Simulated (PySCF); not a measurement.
Finite-field polarisability of S (sulfur, neutral)

[Ne] 3s2 3p4, high-spin 3P determinant. All numbers are calculated (PySCF 2.14, the spin-free X2C one-electron Hamiltonian (Gaussian nucleus), in aug-cc-pVTZ-DK). Frozen: [Ne]. Energy changes in a uniform field (μhartree):

```json
{"axis": "x", "F (au)": "0.0034", "HF": "-102.658", "MP2": "-104.316", "CCSD": "-103.801", "CCSD(T)": "-104.317"}
{"axis": "x", "F (au)": "0.0068", "HF": "-410.753", "MP2": "-417.406", "CCSD": "-415.349", "CCSD(T)": "-417.414"}
{"axis": "y", "F (au)": "0.0031", "HF": "-101.415", "MP2": "-104.623", "CCSD": "-104.248", "CCSD(T)": "-105.139"}
{"axis": "y", "F (au)": "0.0062", "HF": "-405.923", "MP2": "-418.799", "CCSD": "-417.288", "CCSD(T)": "-420.866"}
```

By symmetry the remaining axis equals x.

Q: Derive α along x at CCSD(T) from the two fields.

A: With ΔE = −αF²/2 − γF⁴/24, α = −(16 ΔE(F) − ΔE(2F))/(6F²) = 18.05 bohr³.

Q: And the mean polarisability at each level?

A: The components xx, yy, zz at CCSD(T) are 18.05, 21.88, 18.05, the third axis being equal by symmetry to one of the two computed. Means: HF 18.87, MP2 19.29, CCSD 19.20, CCSD(T) 19.32 bohr³. Reference: 19.4 ± 0.1 bohr³ (recommended; Schwerdtfeger and Nagle, table of static dipole polarizabilities (2023 update)).
